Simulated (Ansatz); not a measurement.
Basis sets compared for the cluster Be2S2⁻. Charge -1, multiplicity 2. Geometry PBE0-D4/def2-TZVPD. Ansatz on 4 threads of Arm Neoverse V2 on a shared host; times are rough, and most runs start from earlier orbitals.

```xyz
4

Be   -0.0596    1.0238   -0.0503
Be    0.0596   -1.0239    0.0502
S    -1.4629   -0.0472    0.7724
S     1.4629    0.0473   -0.7724
```

At PBE-D4/def2-SVPD, PBE-D4/def2-TZVPD the highest occupied level of the charge -1 doublet lies above zero (up to 0.57 eV). By energy differences its removal costs 1.44 eV (vertical, to the charge 0 singlet, at CCSD(T)/def2-TZVPPD). The structure comes from a short search, and lower isomers may exist.

| level | functions | energy (Eh) | HOMO (eV) | LUMO (eV) | wall time |
| --- | --- | --- | --- | --- | --- |
| PBE-D4/def2-SVPD | 78 | -825.3824 | 0.57 | 1.84 | 0.7 s |
| PBE0-D4/def2-SVPD | 78 | -825.4555 | -0.03 | 2.51 | 1 s |

(1) Estimate the rows for PBE-D4/def2-TZVPD, PBE0-D4/def2-TZVPD (with forces).

Answers

(1) 
```
                           level  functions  energy (Eh)  HOMO (eV)  LUMO (eV)  wall time
               PBE-D4/def2-TZVPD        136    -825.6858       0.56       1.79      1.1 s
PBE0-D4/def2-TZVPD (with forces)        136    -825.7572      -0.02       2.42      1.6 s
```
